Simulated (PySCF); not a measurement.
Species: (PF2)3P, P4F6.
Geometry (PBE0-D3(BJ)/def2-SVP, Å), atoms numbered from 1 in this order:
```xyz
10
P4F6 angstrom
F     -2.2917    1.3935    0.0865
P     -0.7523    1.8126   -0.1930
F     -0.9001    2.2635   -1.7259
P     -0.0890   -0.3072   -0.6046
P     -1.0154   -1.1577    1.2726
F     -2.0483   -2.1434    0.5409
F      0.1795   -2.2169    1.5410
P      1.9805   -0.0708    0.2724
F      2.2458    1.3811   -0.3974
F      2.7412   -0.9757   -0.8134
```

Linear response at B3LYP/def2-SVPD (PySCF, frozen core in the response, non-relativistic).

Static isotropic polarisability: 107.71 au (15.96 Å³), principal values 84.5, 119.0, 119.7 au.

**Question.** What is the polarisability at 1064 nm and at the sodium D line?

**Answer.** 109.42 au at 1064 nm (+1.6 %), 113.80 au at 589.3 nm (+5.7 %). The rise at 589.3 nm is 3.55 times that at 1064 nm; a pure ω² law gives 3.26. The lowest singlet lies at 278 nm, shorter than both wavelengths.

**Question.** What is the isotropic C6 coefficient between two such molecules, C6 = (3/π)∫α(iω)² dω?

**Answer.** 4014 au (Eh·bohr⁶) by a ten-point quadrature over imaginary frequencies, which is 2400 eV·Å⁶ or 231 J·nm⁶/mol.

**Question.** Which effective excitation energy ω̄ makes London's formula C6 = (3/4)α²ω̄ exact here?

**Answer.** ω̄ = 4·C6/(3α²) = 0.461 Eh = 12.6 eV. A one-pole form α(ω) = α/(1 − ω²/ω̄²) fitted to the 1064 nm value gives 9.3 eV.

**Question.** The lowest 6 singlets have (eV, f): 4.46, 0.045; 4.47, 0.045; 4.74, 0.003; 4.87, 0.001; 5.06, 0.011; 5.08, 0.025. What share of the static polarisability do they carry in the sum over states α = Σ f/ω²?

**Answer.** 4.52 au, 4.2 % of α; the largest term, 1.67 au, is that of the state at 4.47 eV. Their oscillator strengths add up to 0.13. Higher states carry the rest.

**Question.** What n − 1 at the D line would an ideal gas of it have at 273.15 K and 1 atm (2.6868 × 10¹⁹ cm⁻³), by n − 1 = 2π·N·α′?

**Answer.** 28.47 × 10⁻⁴, a formal value whether or not that pressure can be reached.

**Question.** What molar refraction at the D line follows from R = (4π/3)·N_A·α′, with α′ the polarisability volume?

**Answer.** α′ = 16.86 Å³ gives R = 42.54 cm³/mol, for isolated, non-vibrating species.

**Question.** What does −C6/R⁶ come to at R = 10 Å between centres?

**Answer.** -230 J/mol. This is the leading, orientation-averaged term; C8 and higher terms are left out.

Hardware: an Intel Xeon Platinum 8259CL at 2.50 GHz with one thread (shared host). Cost: 62 s wall, 1.0 GiB resident at most. This is the whole response run at B3LYP/def2-SVPD, SCF included.

One conformer stands for the species.
